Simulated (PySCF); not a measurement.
These 2 structures share the formula C3H5F2PSi. Method: PBE0-D3(BJ)/def2-SVP geometry optimisation, gas phase (PySCF). Energies are electronic, without zero-point or thermal terms, for one conformer each. No frequencies were run at this level. Point groups hold within 0.08 Å.

Question: Order them by energy at this level, lowest first, and give relative energies in kcal/mol.
A. `[F:1][C:2]1=[CH:3][C@@H:4]1[Si@H:5]([F:6])[PH2:7]` with C3–C4–Si5–F6 -21°, C4–Si5–P7–H -61° and -155°
B. `[F:1][C:2]1=[C:3]([Si@@H:4]([F:5])[PH2:6])[CH2:7]1` with C2–C3–Si4–F5 -164°, C3–Si4–P6–H 66° and 159°

Answer: B (0.0), A (8.4).

```tsv
SMILES	E (Eh)	E rel (kcal/mol)	dipole (D)	point group	A, B, C (MHz)
FC1=C([Si@@H](F)P)C1	-946.81766	0.0	1.33	C1	2447, 1042, 780.3
FC1=C[C@@H]1[Si@H](F)P	-946.80428	8.4	2.29	C1	2498, 1140, 943.4
```

How do the relative energies change in single points at BLYP/pcSseg-1 (no added dispersion term) on the same geometries?

| SMILES | PBE0-D3(BJ)/def2-SVP (kcal/mol) | BLYP/pcSseg-1 (kcal/mol) | shift |
| --- | --- | --- | --- |
| FC1=C([Si@@H](F)P)C1 | 0.0 | 0.0 | 0.0 |
| FC1=C[C@@H]1[Si@H](F)P | 8.4 | 9.5 | +1.1 |

Each column counts from its own lowest isomer. The order is unchanged; the largest shift is 1.1 kcal/mol.
